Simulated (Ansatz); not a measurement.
Relaxation of C$_{2}$H$_{7}$AsS (11 atoms, charge 0, multiplicity 1), to a largest force component of 0.02 eV/Å in at most 50 steps.

Theory: RHF/def2-SVP in Ansatz 0.2.0.

```xyz
11
Properties=species:S:1:pos:R:3:forces:R:3
C -0.670 1.556 -0.023 -1.97 2.87 -0.48
S 0.971 1.188 -0.567 -0.01 -0.56 -0.39
C 0.690 -0.614 -0.643 4.09 -0.12 0.12
As 0.959 -1.381 1.173 -2.88 -1.08 -0.48
H -0.818 2.697 0.004 0.47 -1.74 0.05
H -0.922 1.191 0.967 0.10 -0.19 0.06
H -1.431 1.215 -0.763 0.59 -0.02 0.60
H 1.555 -1.038 -1.274 -1.71 0.59 0.74
H -0.258 -0.854 -1.030 -1.08 -0.31 -0.79
H 0.632 -2.837 0.664 0.40 0.79 0.54
H -0.642 -1.181 1.512 2.01 -0.23 0.05
```

**Question.** Where does it end, and by what steps?

**Answer.** The forces met the threshold. The force dipped under the threshold on the way, but the program's further checks kept it going. After 12 steps the energy has fallen by 0.585 eV; H11 moved furthest, 0.30 Å.

```json
{"step": "0", "energy less start (eV)": "0.0000", "largest force component (eV/Å)": "4.091", "accepted": "yes"}
{"step": "1", "energy less start (eV)": "-0.4629", "largest force component (eV/Å)": "1.040", "accepted": "yes"}
{"step": "2", "energy less start (eV)": "-0.5714", "largest force component (eV/Å)": "0.461", "accepted": "yes"}
{"step": "3", "energy less start (eV)": "-0.5798", "largest force component (eV/Å)": "0.197", "accepted": "yes"}
{"step": "4", "energy less start (eV)": "-0.5825", "largest force component (eV/Å)": "0.081", "accepted": "yes"}
{"step": "5", "energy less start (eV)": "-0.5832", "largest force component (eV/Å)": "0.047", "accepted": "yes"}
{"step": "6", "energy less start (eV)": "-0.5840", "largest force component (eV/Å)": "0.019", "accepted": "yes"}
{"step": "7", "energy less start (eV)": "-0.5843", "largest force component (eV/Å)": "0.036", "accepted": "yes"}
{"step": "8", "energy less start (eV)": "-0.5846", "largest force component (eV/Å)": "0.020", "accepted": "yes"}
{"step": "9", "energy less start (eV)": "-0.5849", "largest force component (eV/Å)": "0.024", "accepted": "yes"}
{"step": "10", "energy less start (eV)": "-0.5849", "largest force component (eV/Å)": "0.032", "accepted": "yes"}
{"step": "11", "energy less start (eV)": "-0.5850", "largest force component (eV/Å)": "0.022", "accepted": "yes"}
{"step": "12", "energy less start (eV)": "-0.5850", "largest force component (eV/Å)": "0.009", "accepted": "yes"}
```

```xyz
11
Properties=species:S:1:pos:R:3
C -0.769 1.634 -0.041
S 0.904 1.167 -0.547
C 0.772 -0.641 -0.633
As 0.945 -1.546 1.123
H -0.790 2.722 -0.019
H -1.017 1.261 0.951
H -1.507 1.285 -0.762
H 1.614 -0.968 -1.242
H -0.140 -0.925 -1.154
H 0.454 -2.904 0.665
H -0.400 -1.142 1.678
```

The run took 21 s on 2 threads of Arm Neoverse V2 (shared host), peak memory 0.26 GiB.
